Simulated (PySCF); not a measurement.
Mapped SMILES: `[CH3:1][O:2][SiH2:3][C:4]([F:5])([F:6])[F:7]`. Hydrogens are named by the atom that carries them.

Geometry: PBE0-D3(BJ)/def2-SVP; GIAO absolute shieldings from PySCF, gas phase, non-relativistic, averaged over equivalent atoms.

At PBE0/6-31G* (112 basis functions, 11 s wall time on 1 thread of an Arm Neoverse V1, shared host):
```
   atoms  σ (ppm)
      C4     70.1
      C1    143.1
      O2    337.8
     Si3    420.4
F5/F6/F7    274.2
  H(Si3)    26.97
   H(C1)    28.33
```

Question: Predict the values at OPBE/pcSseg-1 on the same geometry.

Answer: 
| atoms | σ at OPBE/pcSseg-1 | change |
| --- | --- | --- |
| C4 | 54.9 | -15.2 |
| C1 | 131.1 | -12.0 |
| O2 | 328.1 | -9.7 |
| Si3 | 387.6 | -32.8 |
| F5/F6/F7 | 241.8 | -32.4 |
| H(Si3) | 26.42 | -0.55 |
| H(C1) | 27.50 | -0.83 |

The largest change is at Si3 (silicon bonded to C, O, 2 H). Cost: 151 basis functions, 19 s wall time on 1 thread of an Arm Neoverse V1, shared host.
